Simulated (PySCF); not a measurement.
## Distorted geometries of Ce(NH2)3

Ce(NH2)3 (singlet in the valence; each metal's 4f electrons, 1 of them, lie in its core potential, out of spins and levels). PySCF 2.14.0, RKS PBE0, Ce lcecp-1-SVP with ECP47, N def2-SVP, H def2-SVP; non-relativistic Hamiltonian with scalar-relativistic core potentials where named; density fitting; no spin-orbit coupling. Relaxed geometry:

```xyz
10

Ce   -0.0080   -0.0190   -0.1638
N     2.2670   -0.0045   -0.0101
H     2.8884   -0.8022    0.1395
H     2.8838    0.8098   -0.0425
N    -1.1362    1.9615   -0.2430
H    -2.1450    2.1189   -0.2074
H    -0.7225    2.8956   -0.2640
N    -1.1398   -1.9663    0.1903
H    -0.7369   -2.8912    0.3531
H    -2.1509   -2.1026    0.2479
```

**Question.** Order these distorted geometries by energy above the relaxed one, lowest first.
A.
```xyz
10

Ce   -0.0750   -0.0180   -0.2006
N     2.2868   -0.0362    0.0099
H     3.0062   -0.7675    0.1567
H     3.0160    0.8231    0.0779
N    -1.0574    1.9607   -0.2620
H    -2.2214    2.0657   -0.3006
H    -0.7144    2.9556   -0.1649
N    -1.2297   -1.8875    0.1462
H    -0.7648   -2.9023    0.3556
H    -2.2463   -2.1935    0.1818
```
B.
```xyz
10

Ce   -0.0890    0.1904   -0.2483
N     2.3872    0.0107   -0.0053
H     2.8790   -0.9210    0.1314
H     2.7326    0.9592    0.0190
N    -1.4671    1.8628   -0.1458
H    -2.0544    2.3246   -0.0573
H    -0.7400    2.5375   -0.3750
N    -1.1199   -2.0572   -0.0607
H    -0.5896   -2.9840    0.1810
H    -1.9387   -1.9230    0.5609
```
C.
```xyz
10

Ce   -0.0964   -0.1364   -0.0657
N     2.2693    0.0208   -0.1826
H     2.7697   -0.8757    0.1147
H     2.8341    0.9533   -0.0683
N    -1.3526    1.9361   -0.2346
H    -2.1244    2.1671   -0.3026
H    -0.6639    2.7708   -0.2753
N    -1.2152   -1.9552    0.3397
H    -0.4927   -3.0396    0.4201
H    -1.9277   -1.8411    0.2545
```

**Answer.** A (1.01 eV), B (4.65 eV), C (7.77 eV).

**Question.** Which forces (eV/Å) act in the one that lies 4.65 eV up?

**Answer.** 
```
Ce    1.68  -4.41   0.07
N    -3.40  -1.27  -0.34
H     0.08   2.49  -0.13
H     1.71  -0.46   0.31
N    23.07 -16.49  -3.54
H   -24.27  17.89   3.76
H     0.56   0.48  -0.13
N     1.83   0.33   0.68
H    -1.60   2.20  -0.40
H     0.34  -0.75  -0.28
```
Forces carry noise of the integration grid, about 0.01 to 0.03 eV/Å.

No frequency check is given that shows the relaxed geometry to be a minimum, and it was reached by following one of several unstable modes of a saddle point. An lcecp potential fixes the number of 4f electrons, so in runs with it no electron can move into or out of that shell.
